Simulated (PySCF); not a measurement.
# A ladder for the ionisation energy of S²⁺

S²⁺ [Ne] 3s2 3p2 (3P) → S³⁺ [Ne] 3s2 3p1 (2P). Scalar values calculated with PySCF 2.14 in dyall-acv3z (spin-free X2C; valence: [Ne] frozen; valence and next inner shell: 1s2 frozen). The spin-orbit shift comes from two-component X2C-1e calculations (generalised Hartree-Fock, GHF, and MP2 on its spinors, GMP2) in x2c-QZVPPall-2c: GMP2 gives 34.679 eV without and 34.641 eV with screened spin-orbit coupling, a shift of -0.038 eV (GHF: -0.037 eV). Sums use unrounded values; where a UHF row is shifted, it takes the GHF shift.

```
                                method  scalar (eV)
                                   UHF       34.151
                                   LDA       34.871
                                   PBE       34.824
                                  PBE0       34.866
                                r2SCAN       35.021
                                  BLYP       34.624
                             BHandHLYP       34.691
                                revPBE       34.803
                         MP2 (valence)       34.645
                     SCS-MP2 (valence)       34.548
    MP2 (valence and next inner shell)       34.704
SCS-MP2 (valence and next inner shell)       34.600
                        CCSD (valence)       34.687
                     CCSD(T) (valence)       34.722
```

Task: Form a composite estimate from CCSD(T) (valence) and the spin-orbit shift, and compare it with the reference, 34.86 ± 0.04 eV (semi-empirical (NIST evaluation); NIST Atomic Spectra Database, ionization energies).

Result: 34.722 + (-0.038) = 34.684 eV, an error of -0.176 eV.

The errors of the correlated levels include the incompleteness of the basis and the frozen core, so a lower level can come closer by cancellation.

A first-order Landé estimate from the scalar orbitals gives -0.009 eV instead; single two-component determinants are not pure J levels in LS coupling, so the shift is uncertain by about that difference.
